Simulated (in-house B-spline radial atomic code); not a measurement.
# Binding energies in neutral phosphorus

NIST's tabulated ground configuration is [Ne] 3s2 3p3; each binding energy is the energy of the ion with one electron taken from that subshell, relaxed, less that of the parent. Computed with a radial B-spline atomic code at the basis-set limit: Dirac-Hartree-Fock, average of configuration, Fermi nucleus of rms radius 3.1889 fm. Energies include first-order Breit, QED and recoil terms.

| subshell | X-ray name | binding energy (eV) | -ε (eV) | relaxation (eV) |
| --- | --- | --- | --- | --- |
| 1s | K | 2152.7 | 2183.2 | 28.7 |
| 2s | L1 | 197.9 | 205.9 | 7.9 |
| 3s | M1 | 18.27 | 19.31 | 1.03 |
| 3p | M2,3 | 8.83 | 9.53 | 0.70 |

Relaxation = -ε minus the binding energy without Breit, QED and recoil terms.

(1) What does it cost to remove two 2s electrons?

(2) What does it cost to remove two 1s electrons?

Answers

(1) 429.97 eV, which is 34.17 eV more than the two single binding energies together.

(2) 4502.9 eV, which is 197.6 eV more than the two single binding energies together.
